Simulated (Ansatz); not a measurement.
Born–Oppenheimer molecular dynamics of CH$_{6}$AlGaOSi (11 atoms, charge 0, multiplicity 1). It starts at the highest image of a converged band. Of that band: A vibrational analysis at the climbing image gives 2 clearly imaginary modes (654i, 64i cm⁻¹): a point of higher order, so a lower path passes nearby.

Theory: Ansatz, RKS revPBE/def2-SVP.

```yaml
ensemble: NVE (velocity Verlet)
time_step: 0.5 fs
steps_asked: 200
starting_velocities_drawn_for: 100 K
seed: 10293
```

First frame:

```xyz
11
Properties=species:S:1:pos:R:3
C -0.650 1.196 1.810
Si 1.110 0.729 1.171
Al 0.293 -0.591 -0.896
O 1.050 -1.465 -2.212
Ga -0.780 -1.760 -2.722
H -1.520 0.740 1.302
H -0.685 0.931 2.886
H -0.740 2.300 1.740
H 1.459 -0.751 1.145
H 1.518 1.285 -0.183
H -1.054 -2.614 -4.043
```

**Question.** How far do the bonds stretch over the last three quarters of this one trajectory? (Pairs bonded in most of those frames.)

**Answer.** 
| bond | mean (Å) | spread (Å) | shortest | longest |
| --- | --- | --- | --- | --- |
| C1–Si2 | 1.931 | 0.018 | 1.90 | 1.97 |
| C1–H6 | 1.113 | 0.009 | 1.10 | 1.13 |
| C1–H7 | 1.110 | 0.010 | 1.09 | 1.14 |
| C1–H8 | 1.110 | 0.013 | 1.09 | 1.14 |
| Si2–Al3 | 2.494 | 0.038 | 2.43 | 2.55 |
| Si2–H9 | 1.543 | 0.051 | 1.45 | 1.64 |
| Si2–H10 | 1.530 | 0.033 | 1.46 | 1.59 |
| Al3–O4 | 1.747 | 0.022 | 1.69 | 1.78 |
| Al3–Ga5 | 2.387 | 0.016 | 2.37 | 2.42 |
| O4–Ga5 | 1.946 | 0.021 | 1.92 | 2.00 |
| Ga5–H11 | 1.596 | 0.025 | 1.56 | 1.64 |

Mean temperature of the second half: 589 K. The conserved energy stayed within 0.074 meV per atom of its start (net change -0.02 meV per atom), so the integration is sound. The system heated up, since it started high on the potential surface and ran downhill. A run of 0.1 ps of so small a system gives no equilibrium averages. The orbitals stay closed-shell, which can raise the energy where a bond breaks towards radicals; this wasn't checked here.

The run took 9.1 min on 2 threads of Arm Neoverse V1, with other jobs on the host, peak memory 0.18 GiB.
